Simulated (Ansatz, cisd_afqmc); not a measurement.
Species: As, charge 0, quartet.

Total energies in aug-cc-pVQZ, 5 correlated electrons, 14 frozen orbitals. Open shells are spin-unrestricted; no spin-orbit coupling. Correlated methods leave the cores frozen (noble-gas shells, and filled d and f shells in the p block). No relativity. AFQMC is phaseless with a CISD trial state; ± is one standard error, without the phaseless bias. Outlying blocks are dropped, and bars are widened where a walk drifts. Over all cases where full CI ran beside it in this data, AFQMC minus full CI had a median of +0.1 mEh and passed +0.4 mEh in a tenth of the cases.

```
method         program          energy (Eh)  minus CCSDT(Q) (mEh)
----------  ----------  -------------------  --------------------
HF              Ansatz          -2234.23957                 93.73
MP2             Ansatz          -2234.31673                 16.56
CCSD            Ansatz          -2234.32919                  4.11
CCSD(T)         Ansatz          -2234.33265                  0.65
CCSDT(Q)        Ansatz          -2234.33330                  0.00
AFQMC/CISD  cisd_afqmc  -2234.3331 ± 0.0002             0.2 ± 0.2
```

Ansatz is a program for electronic structure.
